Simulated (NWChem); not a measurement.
Molecule: BeH2O; SMILES [BeH][OH]

Program: NWChem. Geometry: optimised at PBE0/def2-SVP. Vertical excitations in the gas phase; the lowest state need not have the same character in each row.

```json
[
 {"level": "PBE/aug-cc-pVDZ, TDA", "lowest excitation, singlet (eV)": "…", "lowest state with f > 0.02, singlet (eV)": "…", "lowest triplet (eV)": "…", "orbital gap (eV)": "…"},
 {"level": "B3LYP/aug-cc-pVDZ, TDA", "lowest excitation, singlet (eV)": "7.70", "lowest state with f > 0.02, singlet (eV)": "7.70", "lowest triplet (eV)": "7.09", "orbital gap (eV)": "8.29"},
 {"level": "PBE0/aug-cc-pVDZ, TDA", "lowest excitation, singlet (eV)": "7.93", "lowest state with f > 0.02, singlet (eV)": "8.00", "lowest triplet (eV)": "6.96", "orbital gap (eV)": "8.76"},
 {"level": "Hartree-Fock/aug-cc-pVDZ, CIS", "lowest excitation, singlet (eV)": "9.08", "lowest state with f > 0.02, singlet (eV)": "9.08", "lowest triplet (eV)": "7.30", "orbital gap (eV)": "12.99"}
]
```

Question: What belongs in the gaps?

Answer: 
- PBE/aug-cc-pVDZ, TDA, lowest excitation, singlet (eV): 7.00
- PBE/aug-cc-pVDZ, TDA, lowest state with f > 0.02, singlet (eV): 7.00
- PBE/aug-cc-pVDZ, TDA, lowest triplet (eV): 6.61
- PBE/aug-cc-pVDZ, TDA, orbital gap (eV): 6.82
